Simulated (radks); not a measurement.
Values are calculated unless marked as measured or tabulated.
All-electron atom: La XXXIII in [Ar] 3d7. Code: a radial shooting solver on a logarithmic mesh with Libxc functionals. Model: scalar-relativistic Kohn-Sham, SCAN, spin-polarised, spherical densities, finite nucleus; open shells are filled with parallel spins first (spin-orbit coupling, left out, can overturn this in heavy ions); meta-GGA in the generalised Kohn-Sham scheme; Fermi nuclear charge, rms radius 4.855 fm.

Normalised radial functions P(r) = r R(r), r in bohr:

```
   r/bohr * 3s up, o 3s down, + 3d down (the largest magnitude, 2.18, reaches the edge; | marks zero, & curves that meet)
 0.002365                             +   &
 0.002645                             +    &
 0.002958                             +    &
 0.003309                             +    o*
 0.003672                             +     &
 0.004107                             +     &
 0.004593                             +      &
 0.005097                             +      &
 0.005701                             +       &
 0.006377                             +       &
 0.007132                             +        &
 0.007914                             +        &
 0.008852                             +        &
 0.009901                             +        &
  0.01099                             +        o*
  0.01229                             +        o*
  0.01374                             +        &
  0.01537                             +        &
  0.01706                             +       &
  0.01908                             +      &
  0.02134                             |+    &
  0.02368                             |+   &
  0.02649                             |+ &
  0.02963                             |&
  0.03314                            &| +
  0.03677                         &   | +
  0.04113                       &     |  +
    0.046                    &        |   +
  0.05104                  &          |    +
  0.05709                &            |     +
  0.06386              &              |      +
  0.07142             &               |        +
  0.07925              &              |          +
  0.08864               &             |            +
  0.09915                  &          |              +
     0.11                      &      |                +
   0.1231                           & |                   +
   0.1376                             |   &                 +
    0.154                             |         &             +
   0.1708                             |               &        +
   0.1911                             |                    &    +
   0.2137                             |                        &+
   0.2371                             |                        + &
   0.2652                             |                      +   &
   0.2967                             |                    +   &
   0.3318                             |                 +   &
   0.3682                             |              +  &
   0.4118                             |          +  &
   0.4606                             |       + &
   0.5111                             |     +&
   0.5717                             |   &
   0.6395                             | &
   0.7153                             |&
   0.7936                             &+
   0.8877                             &
```

3s up: eigenvalue -2526.8 eV, 2 radial nodes at r = 0.0312, 0.128 bohr, <r> = 0.274 bohr, 90 % of the charge inside 0.399 bohr. 3s down: eigenvalue -2512.8 eV, 2 radial nodes at r = 0.0312, 0.128 bohr, <r> = 0.275 bohr, 90 % of the charge inside 0.401 bohr. 3d down: eigenvalue -2027.3 eV, 0 radial nodes, <r> = 0.244 bohr, 90 % of the charge inside 0.376 bohr.
